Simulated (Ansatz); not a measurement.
The first iterations of a band of BCl2F + F (5 atoms, charge 0, multiplicity 2).

These are results of UKS r2SCAN/cc-pVDZ (Ansatz), not measurements.

```
movable images  : 5
climbing image  : yes
spring          : 2.0 to 10.0 eV/Å², energy-weighted
optimiser       : quadratic models (default)
start path      : through a guess of the saddle point
force threshold : 0.03 eV/Å
iteration limit : 60
end points      : relaxed
```

Image 0:

```xyz
5
Properties=species:S:1:pos:R:3
B 0.000 0.000 -0.130
F 0.000 0.000 1.200
Cl 1.529 0.000 -0.976
Cl -1.529 0.000 -0.976
F 0.000 0.000 3.602
```

Image 6:

```xyz
5
Properties=species:S:1:pos:R:3
B 0.213 0.025 0.022
F 0.715 0.146 1.253
Cl 1.336 -0.049 -1.315
Cl -1.513 -0.049 -0.204
F -0.750 -0.074 2.963
```

| iteration | highest image above the first end (eV) | largest band force component (eV/Å) |
| --- | --- | --- |
| 1 | 3.766 | 15.264 |
| 2 | 1.368 | 8.484 |
| 3 | 0.549 | 2.914 |
| 4 | 0.228 | 1.471 |
| 5 | 0.208 | 2.104 |
| 6 | 0.164 | 2.234 |
| 7 | 0.102 | 1.804 |
| 8 | 0.055 | 1.329 |
| 9 | 0.000 | 0.438 |
| 10 | 0.000 | 1.550 |
| 11 | 0.091 | 2.196 |
| 12 | 0.031 | 1.725 |
| 13 | 0.038 | 1.188 |
| 14 | 0.249 | 3.906 |

**Question.** Does the band converge within its limit, and where does its top end?

**Answer.** The forces met the threshold. It ended after 42 iterations with the highest image 0.000 eV above the first end. The highest image is an end point: on this band no image between the ends rises above it.

Run time: 15 min on 4 threads of Intel(R) Xeon(R) Platinum 8223CL CPU @ 3.00GHz (Skylake/Cascade Lake) (shared host), peak memory 0.29 GiB.
